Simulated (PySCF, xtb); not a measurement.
1-aminosilyl-2-silylethyne (C2H7NSi2), SMILES N[SiH2]C#C[SiH3].

GFN2-xTB (xtb 6.7.1) at its own geometry gives an orbital gap of 4.25 eV and a dipole moment of 1.06 D.

The structure is a stationary point at ωB97X-D3(BJ)/def2-SVP. Other conformers were not sampled.

What does PBE/def2-TZVP (PySCF) give? (An estimate is asked for; the answer gives what the named calculation found.)

gap 4.68 eV (levels -6.27 and -1.60 eV), dipole 1.35 D.
